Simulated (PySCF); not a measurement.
**Basis-set dependence of population analyses: `CN[SiH2]OC`**

Compound: C₂H₉NOSi.
Bonds: C1–N2, N2–Si3, Si3–O4, O4–C5. Hydrogens: H6, H7, H8 on C1; H9 on N2; H10, H11 on Si3; H12, H13, H14 on C5.

PBE0 throughout (PySCF), one geometry, spherical d and f functions. Geometry: PBE0-D3(BJ)/def2-SVP, one conformer, isolated molecule. Atoms taken as equivalent share a column and are averaged. The first 7 of 9 kinds of atom are listed.

Mulliken charges (e):

| basis | functions | C1 | N2 | Si3 | O4 | C5 | H6/H7/H8 | H9 |
| --- | --- | --- | --- | --- | --- | --- | --- | --- |
| STO-3G | 38 | -0.150 | -0.512 | +0.832 | -0.373 | -0.135 | +0.073 | +0.170 |
| 6-31G | 67 | -0.297 | -0.901 | +1.048 | -0.711 | -0.204 | +0.169 | +0.344 |
| pcSseg-0 | 67 | -0.386 | -1.058 | +1.156 | -0.841 | -0.292 | +0.222 | +0.337 |
| 6-31G* | 92 | -0.364 | -0.726 | +0.747 | -0.563 | -0.257 | +0.174 | +0.349 |
| cc-pVDZ | 119 | +0.011 | -0.351 | +0.515 | -0.424 | +0.075 | +0.044 | +0.108 |
| def2-SVP | 119 | +0.056 | -0.479 | +0.655 | -0.507 | +0.131 | +0.039 | +0.145 |
| 6-311+G(2d,p) | 197 | -0.365 | -0.658 | +0.944 | -0.540 | -0.289 | +0.137 | +0.222 |
| aug-cc-pVDZ | 200 | +0.803 | -0.329 | +0.433 | -0.876 | +0.904 | -0.198 | -0.181 |
| def2-TZVP | 215 | -0.273 | -0.425 | +0.394 | -0.345 | -0.209 | +0.125 | +0.217 |
| IGLO-III | 274 | -0.350 | -0.457 | +1.077 | -0.489 | -0.283 | +0.117 | +0.178 |
| cc-pVTZ | 280 | -0.195 | -0.248 | +0.328 | -0.317 | -0.101 | +0.091 | +0.129 |
| pcSseg-2 | 313 | +0.109 | -0.580 | +0.851 | -0.546 | +0.142 | +0.029 | +0.153 |

IAO charges (e):

| basis | functions | C1 | N2 | Si3 | O4 | C5 | H6/H7/H8 | H9 |
| --- | --- | --- | --- | --- | --- | --- | --- | --- |
| STO-3G | 38 | -0.312 | -0.566 | +0.947 | -0.460 | -0.264 | +0.123 | +0.193 |
| 6-31G | 67 | -0.316 | -0.642 | +0.909 | -0.602 | -0.233 | +0.141 | +0.265 |
| pcSseg-0 | 67 | -0.300 | -0.642 | +0.938 | -0.601 | -0.215 | +0.135 | +0.255 |
| 6-31G* | 92 | -0.289 | -0.669 | +1.039 | -0.634 | -0.193 | +0.133 | +0.258 |
| cc-pVDZ | 119 | -0.287 | -0.662 | +1.029 | -0.630 | -0.191 | +0.132 | +0.258 |
| def2-SVP | 119 | -0.279 | -0.660 | +1.047 | -0.629 | -0.183 | +0.128 | +0.254 |
| 6-311+G(2d,p) | 197 | -0.300 | -0.692 | +1.071 | -0.652 | -0.203 | +0.138 | +0.267 |
| aug-cc-pVDZ | 200 | -0.298 | -0.681 | +1.037 | -0.643 | -0.201 | +0.137 | +0.266 |
| def2-TZVP | 215 | -0.299 | -0.692 | +1.085 | -0.653 | -0.200 | +0.137 | +0.266 |
| IGLO-III | 274 | -0.301 | -0.694 | +1.081 | -0.654 | -0.203 | +0.138 | +0.268 |
| cc-pVTZ | 280 | -0.300 | -0.687 | +1.071 | -0.648 | -0.202 | +0.137 | +0.266 |
| pcSseg-2 | 313 | -0.299 | -0.694 | +1.084 | -0.653 | -0.201 | +0.137 | +0.267 |

Some averages cover members that differ in this geometry, most widely: H6/H7/H8, Mulliken in aug-cc-pVDZ -0.241 to -0.130 e.

Q: Which scheme is steadiest as the basis changes?

A: Largest range over the bases for any column: IAO 0.19 e, Mulliken 1.20 e. IAO charges move least and Mulliken charges most, counted in e. Without the minimal STO-3G basis the ranges are IAO 0.18, Mulliken 1.20 e.

Q: How much do the charges still move between the two largest bases, cc-pVTZ and pcSseg-2?

A: At most, over all atoms: Mulliken 0.523 e, IAO 0.013 e.

Q: What do the same runs give for the total energy, the frontier levels and the dipole moment?

A: 
```json
{"basis": "STO-3G", "energy (Eh)": "-494.6995", "HOMO (eV)": "-3.40", "LUMO (eV)": "7.41", "μ (D)": "0.92"}
{"basis": "6-31G", "energy (Eh)": "-500.6319", "HOMO (eV)": "-6.68", "LUMO (eV)": "1.61", "μ (D)": "2.30"}
{"basis": "pcSseg-0", "energy (Eh)": "-499.9283", "HOMO (eV)": "-6.77", "LUMO (eV)": "1.57", "μ (D)": "2.35"}
{"basis": "6-31G*", "energy (Eh)": "-500.7431", "HOMO (eV)": "-6.69", "LUMO (eV)": "1.69", "μ (D)": "1.99"}
{"basis": "cc-pVDZ", "energy (Eh)": "-500.7678", "HOMO (eV)": "-6.70", "LUMO (eV)": "1.40", "μ (D)": "1.87"}
{"basis": "def2-SVP", "energy (Eh)": "-500.5219", "HOMO (eV)": "-6.78", "LUMO (eV)": "1.36", "μ (D)": "1.95"}
{"basis": "6-311+G(2d,p)", "energy (Eh)": "-500.8484", "HOMO (eV)": "-6.94", "LUMO (eV)": "0.11", "μ (D)": "1.86"}
{"basis": "aug-cc-pVDZ", "energy (Eh)": "-500.7889", "HOMO (eV)": "-6.90", "LUMO (eV)": "-0.16", "μ (D)": "1.76"}
{"basis": "def2-TZVP", "energy (Eh)": "-500.8711", "HOMO (eV)": "-6.92", "LUMO (eV)": "0.79", "μ (D)": "1.84"}
{"basis": "IGLO-III", "energy (Eh)": "-500.8762", "HOMO (eV)": "-6.92", "LUMO (eV)": "0.47", "μ (D)": "1.81"}
{"basis": "cc-pVTZ", "energy (Eh)": "-500.8642", "HOMO (eV)": "-6.88", "LUMO (eV)": "0.85", "μ (D)": "1.81"}
{"basis": "pcSseg-2", "energy (Eh)": "-500.8798", "HOMO (eV)": "-6.96", "LUMO (eV)": "0.39", "μ (D)": "1.85"}
```

The dipole is fixed by the density alone, so its range of 1.43 D shows that the density itself changes with the basis, not only its division among atoms.
